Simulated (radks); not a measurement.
Trend from Zr4+ to Cd4+: ionisation energy by Delta-SCF between NIST ground configurations, and size. Calculated with a radial shooting solver on a logarithmic mesh with Libxc functionals: scalar-relativistic Kohn-Sham, BLYP, spin-polarised, spherical densities, finite nucleus; open shells are filled with parallel spins first (spin-orbit coupling, left out, can overturn this in heavy ions); Fermi nuclear charge, rms radius of each element as measured or else 0.836 A^(1/3) + 0.57 fm.

| species | configuration | configuration of the ion | IE (eV) | NIST (eV) | kind | outermost | <r> outermost (bohr) |
|---|---|---|---|---|---|---|---|
| Zr4+ | [Kr] | [Ar] 3d10 4s2 4p5 | 80.439 | 80.35 | semi-emp. | 4p | 1.32 |
| Nb4+ | [Kr] 4d1 | [Kr] | 50.421 | 50.573 | exp. | 4d | 1.61 |
| Mo4+ | [Kr] 4d2 | [Kr] 4d1 | 53.969 | 54.42 | semi-emp. | 4d | 1.52 |
| Tc4+ | [Kr] 4d3 | [Kr] 4d2 | 57.387 | 57 | theory | 4d | 1.44 |
| Ru4+ | [Kr] 4d4 | [Kr] 4d3 | 60.709 | 59 | theory | 4d | 1.37 |
| Rh4+ | [Kr] 4d5 | [Kr] 4d4 | 63.958 | 63 | theory | 4d | 1.30 |
| Pd4+ | [Kr] 4d6 | [Kr] 4d5 | 63.061 | 61 | theory | 4d | 1.26 |
| Ag4+ | [Kr] 4d7 | [Kr] 4d6 | 66.536 | 65 | theory | 4d | 1.21 |
| Cd4+ | [Kr] 4d8 | [Kr] 4d7 | 69.960 | 68 | theory | 4d | 1.16 |

Reference values: NIST Atomic Spectra Database (exp. = measured, semi-emp. = semi-empirical, theory = theoretical value adopted there). Open shells are spherical and high-spin; term and fine-structure splittings are not resolved.
